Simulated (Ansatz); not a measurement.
Stepwise reaction of `C#C[SiH2]C#C` with hydrogen fluoride, as a gas-phase model of exchange steps in deposition or etching. ΔE in kJ/mol; ΔG adds harmonic PBE0-D4 terms to CCSD(T)/CBS, at 1 bar.

Calculated with Ansatz (gas phase, PBE0-D4/def2-TZVP geometries, no zero-point term in ΔE). CBS: MP2 limit from def2 TZ/QZ plus the TZ coupled-cluster correction, frozen cores. This one scheme is used for every species. DFT in def2-TZVPP. B3LYP here is the variant with VWN-RPA as its local correlation; programs differ in this.

```json
{"step": "1", "reaction": "`C#C[SiH2]C#C` + H–F → `C#C[SiH2]F` + `C#C`", "PBE-D4": "-86.8", "B3LYP-D4": "-99.0", "ωB97M-V": "-100.9", "CCSD(T)/CBS": "-95.1", "ΔG(500 K)": "-95.0"}
{"step": "2", "reaction": "`C#C[SiH2]F` + H–F → `F[SiH2]F` + `C#C`", "PBE-D4": "-100.1", "B3LYP-D4": "-111.5", "ωB97M-V": "-113.9", "CCSD(T)/CBS": "-109.4", "ΔG(500 K)": "-103.0"}
```

Q: By hand: ΔE of the 2 steps together at CCSD(T)/CBS.

A: (-95.1) + (-109.4) = -204.5 kJ/mol, or -102.2 kJ/mol a step.

In ΔE each step is lower than the one before. All are downhill at CCSD(T)/CBS. ΔG lies between -103.0 and -95.0 kJ/mol a step. PBE-D4 differs from CCSD(T)/CBS by 8.3 to 9.3 kJ/mol a step. Isolated molecules leave out the surface, adducts and barriers. Largest T1 diagnostic: 0.013.
